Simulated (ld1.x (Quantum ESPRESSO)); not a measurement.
# Before and after: ultrasoft potential for Ti (Z = 22)

ld1.x (Quantum ESPRESSO) 7.5 input, shortened:

```
&input
   title='Ti', zed=22., rel=1, dft='BLYP', iswitch=3,
   config='[Ar] 3d2 4s1.75 4p0.25'
 /
 &inputp
   pseudotype=3, tm=.true., lloc=-1, rcloc=1.95,
   nlcc=.true., rcore=1.30,
   which_augfun='PSQ', rmatch_augfun=1.30
 /
6
4S  1  0   1.75   0.00  2.20  2.90  0.0
4S  1  0   0.00   0.05  2.20  2.90  0.0
4P  2  1   0.25   0.00  3.00  3.35  0.0
4P  2  1   0.00   1.35  3.00  3.35  0.0
3D  3  2   2.00   0.00  1.70  2.40  0.0
3D  3  2   0.00   3.20  1.70  2.40  0.0
 &test
   configts(1)='3d2 4s1.75 4p0.25'
 /
```

All-electron outer shells of the reference configuration (BLYP, scalar-relativistic, ld1.x):

```csv
shell,level (eV),outermost node (bohr),outermost maximum (bohr)
3s,-62.69,0.40,0.87
3p,-38.99,0.37,0.90
4s,-4.55,1.24,2.88
3d,-4.47,–,0.97
4p,-1.50,1.39,3.80
```

Change: waves 3d (bound): rcut 1.70, rcutus 2.66 bohr; 3d channel at 3.2 Ry: rcut 1.70, rcutus 2.66 bohr.

Cutoffs: the cutoffs (Ry, on a coarse ladder) from which the occupation-weighted sum of valence levels, in a spherical-Bessel basis at the reference potential, stays within 10 and 1 mRy of its value at 400 Ry; they do not see the model core or the augmentation charge, which bear on the density cutoff. Errors are all-electron minus pseudo energies relative to the spin-unpolarised reference configuration.

Q: How do hardness, ghosts and transferability respond?

A: The potential gets softer (15 Ry and 18 Ry → 12 Ry and 15 Ry); of the 7 tests that both files solve, the error grows in 2 and shrinks in 0 by more than 15 % and 0.3 meV (median size 11.7 → 14.8 meV); the range in which the d phases agree narrows (upper end at the end of the scan → 0.6); neither file shows a bound ghost at the reference potential, the only one tested. A larger radius leaves more room for a smooth pseudo-wave, so fewer plane waves are needed.

| quantity | base | changed |
| --- | --- | --- |
| cutoff, loose | 15 Ry | 12 Ry |
| cutoff, tight | 18 Ry | 15 Ry |
| loose cutoff by channel (10 mRy a level) | s 6 Ry, p 6 Ry, d 15 Ry | s 6 Ry, p 6 Ry, d 12 Ry |
| bound ghosts | none | none |
| error for 3d2 4s2 4p0, meV [ΔE -0.76 eV] | 0.0 | 0.0 |
| error for 3d2 4s1 4p0, meV [ΔE 6.53 eV] | -1.0 | -1.5 |
| error for 3d2 4s0 4p0, meV [ΔE 20.25 eV] | -12 | -15 |
| error for 3d1 4s0 4p0, meV [ΔE 47.19 eV] | -677 | -681 |
| error for 3d3 4s1 4p0, meV [ΔE 0.36 eV] | -69 | -75 |
| error for 3d1 4s2 4p0, meV [ΔE 8.88 eV] | -94 | -97 |
| error for 3d2 4s1.5 4p0, meV [ΔE 2.13 eV] | -0.2 | -0.2 |
| s: phases at 3.63 bohr within 0.05 rad from the reference energy up to (Ry; the scan ends near 5) | 2.1 | 2.1 |
| p: phases at 3.63 bohr within 0.05 rad from the reference energy up to (Ry; the scan ends near 5) | 2.4 | 2.4 |
| d: phases at 3.63 bohr within 0.05 rad from the reference energy up to (Ry; the scan ends near 5) | to the end of the scan | 0.6 |
| lowest overlap eigenvalue by channel | s 0.34, p 0.55, d 0.83 | s 0.34, p 0.55, d 0.84 |

Base: These tests converged, but a pseudo level misses the all-electron one widely, so the file describes the atom poorly there or has found another state: 3d1 4s0 4p0: empty 4s by 5.1 eV (a node warning on the way). Changed file: These tests converged, but a pseudo level misses the all-electron one widely, so the file describes the atom poorly there or has found another state: 3d1 4s0 4p0: empty 4s by 5.1 eV (a node warning on the way).
